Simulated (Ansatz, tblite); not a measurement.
Cost and result up the ladder for Al17As17H40 (74 atoms). The state is a singlet with charge 0. Geometry: PBE-D4/def2-SVP.

```xyz
74

As   -5.236   -0.674    1.324
Al   -4.650    1.620    2.245
Al   -4.230    2.135   -1.979
As   -3.287    2.436    0.338
Al   -2.624    4.751    0.946
As   -1.123    5.234   -1.053
Al   -3.352   -2.263    1.606
As   -2.577   -1.726    3.964
Al   -2.524   -1.694   -2.038
As   -2.551    0.559   -3.048
As   -1.583   -1.258    0.242
Al   -1.259    1.157    0.623
Al   -0.393   -0.554    4.347
As   -0.348    1.479    2.933
Al   -0.289    1.505   -3.342
As    0.517    1.743   -0.983
Al    1.094    4.122   -0.966
Al    1.874    2.570    3.050
As    1.764    4.502    1.455
Al   -1.045   -5.513   -1.987
As   -0.854   -3.233   -3.031
As   -0.003   -4.882    0.281
Al    0.473   -2.482    0.684
As    1.171   -2.006    3.039
Al    1.449   -2.336   -3.260
As    1.341   -0.090   -4.317
As    2.226   -1.918   -0.911
Al    2.544    0.468   -0.539
Al    3.498   -1.131    3.220
As    3.273    0.912    1.812
Al    3.577    0.996   -4.697
As    4.221    1.200   -2.212
Al    4.347   -3.196   -0.637
As    4.790   -2.770    1.852
H    -6.506   -1.323    1.864
H    -5.588   -0.659   -0.156
H    -5.977    2.459    2.552
H    -3.670    1.169    3.457
H    -5.616    1.326   -1.865
H    -4.116    3.541   -2.751
H    -3.832    5.800    0.961
H    -1.526    4.729    2.135
H    -1.752    4.816   -2.375
H    -0.901    6.711   -1.363
H    -3.563   -3.842    1.487
H    -3.653   -1.141    4.867
H    -2.399   -3.057    4.697
H    -3.975   -2.362   -1.867
H    -3.062    0.335   -4.471
H    -0.016   -0.395    5.889
H    -1.287    2.462    3.618
H    -0.258    2.950   -4.041
H     2.295    4.601   -1.904
H     2.431    2.968    4.493
H     1.002    5.640    2.117
H     3.154    5.134    1.486
H    -2.573   -5.830   -1.621
H    -0.036   -6.567   -2.647
H    -1.311   -3.461   -4.471
H    -0.811   -5.422    1.455
H     1.304   -5.619    0.554
H     1.209   -3.352    3.761
H     2.469   -3.336   -3.982
H     0.840   -0.370   -5.733
H     4.040   -0.883    4.701
H     4.676    1.508    1.744
H     3.398    2.513   -5.180
H     4.637   -0.032   -5.318
H     4.658    2.614   -1.845
H     5.515    0.471   -1.874
H     4.073   -4.771   -0.744
H     5.543   -2.419   -1.374
H     4.688   -4.066    2.652
H     6.266   -2.502    2.132
```

Ansatz on 11 threads of AMD EPYC 7R13 on a shared host and a whole NVIDIA H100 80GB HBM3; xTB runs through tblite on one thread. Times are rough, summed over both states, and most runs start from the orbitals of an earlier one. PBE0-D4/def2-SVP serves as the yardstick here, not as an exact answer. The other state is a triplet.

The xTB rows come from tblite. Single mean-field runs in def2-SVP are fitted with def2-universal-jkfit. HOMO above LUMO, or a gap near zero within one spin, warns that the state may not be the lowest or that an electron is smeared out.

xTB has no spin-polarisation term.

```tsv
level	functions	wall time	vertical triplet (eV)	difference from PBE0-D4/def2-SVP (eV)	remarks
GFN1-xTB	386	4.9 s	3.10	-0.79	–
GFN2-xTB	346	5.7 s	2.28	-1.61	–
PBE-D4/def2-SVP	1050	29 s	3.23	-0.67	gap within one spin near zero (triplet)
PBE0-D4/def2-SVP	1050	67 s	3.89	0.00	–
```
